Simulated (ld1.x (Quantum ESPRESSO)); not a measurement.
## An all-electron radial function and its pseudo partner (Yb (Z = 70))

Columns: radius, all-electron u(r) and pseudo u(r) of the 5d shell (level -1.86 eV) of ytterbium in the configuration [Kr] 4d10 4f13 5s2 5p6 5d1 6s2 6p0; PBE, scalar-relativistic, TM scheme, ld1.x (Quantum ESPRESSO) 7.5.

| r (bohr) | all-electron | pseudo |
| --- | --- | --- |
| 0.145 | 0.1456 | 0.0018 |
| 0.290 | -0.1241 | 0.0138 |
| 0.435 | -0.2377 | 0.0438 |
| 0.580 | -0.1384 | 0.0956 |
| 0.725 | 0.0337 | 0.1678 |
| 0.870 | 0.2010 | 0.2541 |
| 1.015 | 0.3375 | 0.3452 |
| 1.160 | 0.4394 | 0.4311 |
| 1.305 | 0.5105 | 0.5034 |
| 1.450 | 0.5566 | 0.5571 |
| 1.595 | 0.5836 | 0.5910 |
| 1.740 | 0.5963 | 0.6072 |
| 1.885 | 0.5988 | 0.6094 |
| 2.030 | 0.5940 | 0.6021 |
| 2.175 | 0.5841 | 0.5891 |
| 2.320 | 0.5709 | 0.5733 |
| 2.465 | 0.5554 | 0.5563 |
| 2.610 | 0.5387 | 0.5389 |
| 2.755 | 0.5212 | 0.5212 |
| 2.900 | 0.5033 | 0.5033 |
| 3.045 | 0.4853 | 0.4853 |
| 3.190 | 0.4672 | 0.4672 |
| 3.335 | 0.4491 | 0.4491 |
| 3.480 | 0.4312 | 0.4312 |
| 3.625 | 0.4134 | 0.4134 |
| 3.770 | 0.3959 | 0.3959 |

(1) How many radial nodes do the two functions have?

(2) At about which radius was the pseudo-wave matched?

(3) Where does each function peak?

(4) Is the pseudo-wave norm-conserving?

## Answers

(1) The all-electron 5d function has n − l − 1 = 2; the pseudo-wave has 0, since the states of the same l below it are removed with the core.

(2) 2.90 bohr. The columns agree to 0.0005 from 2.61 bohr on; several derivatives are matched, so the curves merge somewhat inside the radius.

(3) Outermost all-electron maximum near 1.89 bohr, pseudo maximum near 1.89 bohr (to the table’s step).

(4) Yes: the TM scheme keeps the norm inside the radius equal to the all-electron one, which fixes the energy derivative of the logarithmic derivative at the level.
